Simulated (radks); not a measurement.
The numbers below are computed, except where a source is named.
Problem. The mean radii <r> (bohr) of the occupied orbitals of an atom or ion are listed with their occupations. Code: a radial shooting solver on a logarithmic mesh with Libxc functionals. Model: Dirac Kohn-Sham, PBE, spin-unpolarised, spherical densities, point nucleus.

orbital  occ.      <r>
1s1/2       2  0.02037
2s1/2       2  0.08589
2p1/2       2  0.07147
2p3/2       4  0.07875
3s1/2       2   0.2249
3p1/2       2   0.2146
3p3/2       4   0.2283
3d3/2       4   0.2013
3d5/2       6   0.2055
4s1/2       2   0.5070
4p1/2       2   0.5158
4p3/2       4   0.5467
4d3/2       4   0.5732
4d5/2       6   0.5839
5s1/2       1    1.190
5p1/2       2    1.301
5p3/2       4    1.381
4f5/2       6   0.7131
4f7/2       4   0.7220
6s1/2       1    2.651

Name the element and its charge. Open shells, if any, fill j = l - 1/2 first.

Solution. Z = 68, erbium, charge +4: Er4+ in [Kr] 4d10 4f10 5s1 5p6 6s1. The 1s radius gives Z: for a bare nucleus <r> = (2 gamma + 1)/(2Z) with gamma = sqrt(1 - (Z/c)^2), 0.02012 bohr for Z = 68, and screening makes it slightly larger (0.02037 here). The occupations add up to 64, and the charge is Z minus that.
